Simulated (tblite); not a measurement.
Input of a run (GFN2-xTB geometry optimisation, gas phase (tblite 0.8.0)), started from a force field or distance geometry:
```
{"job": {"kind": "relax", "xc": "GFN2-xTB", "basis": "xTB"}, "charge": 0, "multiplicity": 1}
C     -0.521000    -1.350500     0.205900
C      0.792500    -1.230400     0.385700
Si     1.633900     0.407500     0.173100
Si    -0.396200     1.447100    -0.387400
C     -1.397500    -0.171000    -0.181800
H     -1.023600    -2.311300     0.335400
H      1.423600    -2.069500     0.674700
H      2.216900     0.905000     1.449900
H      2.601400     0.374100    -0.953800
H     -0.822600     2.467800     0.617000
H     -0.437000     1.946000    -1.781100
H     -2.174100    -0.023200     0.573000
H     -1.900700    -0.391100    -1.128300
```

Output (eV, eV/Å):
```
step      E/eV     max force
  0    -378.16831    1.237
  1    -378.21566    0.654
  2    -378.26146    0.495
  3    -378.27365    0.360
  4    -378.28862    0.300
  5    -378.29574    0.289
  6    -378.30337    0.241
  7    -378.30983    0.186
  8    -378.31492    0.187
  9    -378.31858    0.190
 10    -378.32078    0.135
 11    -378.32187    0.075
 12    -378.32263    0.079
 13    -378.32339    0.068
 14    -378.32404    0.067
 15    -378.32440    0.044
 16    -378.32455    0.028
 17    -378.32465    0.025
 18    -378.32474    0.027
 19    -378.32479    0.016
 20    -378.32482    0.012
 21    -378.32484    0.014
 22    -378.32488    0.015
 23    -378.32491    0.016
 24    -378.32493    0.009
```

Task: Summarise the run.

Result: The energy falls by 3.6 kcal/mol over 24 L-BFGS steps, the largest force on an atom goes from 1.24 to 0.009 eV/Å, and the atoms move by 0.075 Å rms after alignment. The bond that changes most is Si3–Si4 (both ends SiH2 silicon), which shortens by 0.044 Å. Bonds longer at the end by more than 0.005 Å: 2 of 13; shorter: 7. Among the angles that change most is H8–Si3–H9, from 113.8° to 106.5°. The energy never rose by more than 1e-5 eV on the way. The first step brought 30 % of the lowering.

Task: What are the final bond lengths?

Result: C1=C2 1.329 Å, C2–Si3 1.884 Å, Si3–Si4 2.305 Å, Si4–C5 1.920 Å, C1–C5 1.498 Å, C1–H6 1.087 Å, C2–H7 1.081 Å, Si3–H8 1.469 Å, Si3–H9 1.469 Å, Si4–H10 1.469 Å, Si4–H11 1.468 Å, C5–H12 1.093 Å, C5–H13 1.093 Å. Numbering counts from 1 in the input's order; the species is `C1=C[SiH2][SiH2]C1`.

Its GFN2-xTB frequencies are all real (lowest 70 cm⁻¹).

All values are computed, not measured.
